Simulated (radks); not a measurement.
Problem. Species: Cs31+. Configuration: [Ar] 3d6. All-electron calculation, non-relativistic Kohn-Sham, LDA (Slater exchange, Perdew-Wang correlation), spin-unpolarised, spherical densities, point nucleus; relativity is left out, which matters for an element this heavy. Program: a radial shooting solver on a logarithmic mesh with Libxc functionals. Some entries of the table are withheld. Estimate them.

| orbital | occ. | eigenvalue (eV) | <r^2> (bohr^2) |
|---|---|---|---|
| 1s | 2 | -35532.43 | 0.001022 |
| 2s | 2 | (1) | (2) |
| 2p | 6 | (3) | 0.01224 |
| 3s | 2 | (4) | (5) |
| 3p | 6 | (6) | 0.09466 |
| 3d | 6 | -1902.757 | 0.07465 |

Solution. 
(1) 2s eigenvalue (eV): -6524.433
(2) 2s <r^2> (bohr^2): 0.01637
(3) 2p eigenvalue (eV): -6235.326
(4) 3s eigenvalue (eV): -2229.123
(5) 3s <r^2> (bohr^2): 0.1014
(6) 3p eigenvalue (eV): -2111.011
